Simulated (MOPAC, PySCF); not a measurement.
HCl3Sn, SMILES `[Cl][SnH]([Cl])[Cl]`, neutral singlet in the gas phase. 

Cartesian coordinates (Å):
```xyz
5

Cl    -1.7804    -1.2323    -0.6652
Sn     0.0015    -0.0004     0.1690
Cl    -0.1876     2.1553    -0.6711
Cl     1.9496    -0.9179    -0.6981
H      0.0168    -0.0047     1.8653
```
Charge 0, spin multiplicity 1.

All levels are single points at this geometry (B3LYP-D3(BJ)/def2-TZVP); Pople sets use spherical d functions. Orbital energies aren't observables, and empty levels follow the basis.

PM6 in MOPAC gives gap (eV) = 9.55.

Task: Estimate the gap (eV) from each of these levels: B3LYP-D3(BJ)/def2-TZVP in PySCF; B3LYP/6-311+G** (LANL2DZ on Sn) in PySCF; B3LYP/6-31G* (LANL2DZ on Sn) in PySCF; BP86/6-31G* (LANL2DZ on Sn) in PySCF; PBE/6-31G* (LANL2DZ on Sn) in PySCF; HF/6-31G* (LANL2DZ on Sn) in PySCF; AM1 in MOPAC; PM3 in MOPAC.

Result: 
```csv
level,gap (eV)
B3LYP-D3(BJ)/def2-TZVP in PySCF,6.33
B3LYP/6-311+G** (LANL2DZ on Sn) in PySCF,6.39
B3LYP/6-31G* (LANL2DZ on Sn) in PySCF,6.40
BP86/6-31G* (LANL2DZ on Sn) in PySCF,4.62
PBE/6-31G* (LANL2DZ on Sn) in PySCF,4.61
HF/6-31G* (LANL2DZ on Sn) in PySCF,13.73
AM1 in MOPAC,8.68
PM3 in MOPAC,8.31
```
